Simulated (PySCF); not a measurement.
**Germanium: a sound run and one with changed settings**

Sound run: Ge⁺ [Ar] 3d10 4s2 4p1, Ge²⁺ [Ar] 3d10 4s2. Calculation: PySCF 2.14, in aug-cc-pVDZ-PP with ECP10MDF; scalar relativity through the core potential. In the sound run the correlated levels freeze 3s2 3p6 3d10 outside the core potential. The sound run starts from symmetry-adapted Hartree-Fock orbitals and uses a fine grid where one is needed.

Changed run: a valence shell is frozen. This setting is unsound on purpose.

Ionisation energy of Ge⁺:

| method | sound run (eV) | changed run (eV) |
| --- | --- | --- |
| UHF | 15.220 | 15.220 |
| MP2 | 15.375 | 15.220 |
| SCS-MP2 | 15.356 | 15.220 |
| CCSD | 15.451 | 15.220 |
| CCSD(T) | 15.464 | 15.220 |
| CCSDT | n/a | 15.220 |
| FCI | n/a | 15.220 |

Freezing a valence shell removes pair correlation that changes on ionisation.

For comparison, NIST gives 15.935 eV between the lowest levels.
